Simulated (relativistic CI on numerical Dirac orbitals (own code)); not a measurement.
Sensitivity of the levels of Ce14+ to α and to the nuclear radius

Calculated at this level of theory: Dirac-Coulomb-Breit CI, separate exchange-only KLI orbitals for each configuration, derivatives by finite differences, unscaled Slater integrals, QED left out (own radial code, finite nucleus).

Configurations in the expansion (outside the closed core [Ar] 3d10): 4s2 4p6 4d8, 4s2 4p5 4d9, 4s2 4p6 4d7 4f, 4s2 4p4 4d10, 4s 4p6 4d9, 4s2 4p6 4d7 5s, 4s2 4p6 4d7 5p, 4p6 4d10. Levels of other configurations are missing.

With x = (α/α₀)² − 1 an excitation energy changes as ω = ω₀ + qx; K = 2q/ω₀ is the relative enhancement. Terms are leading LS components, so labels can repeat. The field-shift factor is F = δν/δ⟨r²⟩ for the transition from the lowest level.

Lowest level 4s2 4p6 4d8 3F_4.

```
            Level  ω₀ (cm⁻¹)  q (cm⁻¹)  F (GHz/fm²)
 4s2 4p6 4d8 1D_2      16615     662.6      -0.0352
 4s2 4p6 4d8 3F_3      25598     26900        0.391
 4s2 4p6 4d8 3P_2      41270     28870        0.474
 4s2 4p6 4d8 3P_0      43717      8695        0.236
 4s2 4p6 4d8 3P_1      51594     27180        0.491
 4s2 4p6 4d8 1G_4      59957     24660        0.503
 4s2 4p6 4d8 1D_2      66044     51550        0.694
 4s2 4p6 4d8 1S_0     117878     46210        0.775
4s2 4p5 4d9 1D°_2     806572     37580         4.16
4s2 4p5 4d9 3D°_3     810537     35480         4.44
4s2 4p5 4d9 3F°_4     810916     36600         4.09
4s2 4p5 4d9 3D°_2     833775     59020         4.75
4s2 4p5 4d9 3P°_1     847150     62060         4.75
```

At this charge energies of transitions that change n are usually good to better than 1 %, and those within a shell (Δn = 0) to a few per cent. Terms inside the open d or f shell come out 10 to 20 % too wide with unscaled integrals. Levels and lines within the n = 5 or 6 shells can be off by up to 10 % or somewhat more, and those that change n by about 2 %, since core polarisation is missing.

**Question.** Which transition from the lowest level has the largest |K|?

**Answer.** 4s2 4p6 4d8 3F_3 at 25598 cm⁻¹, K = 2.1.
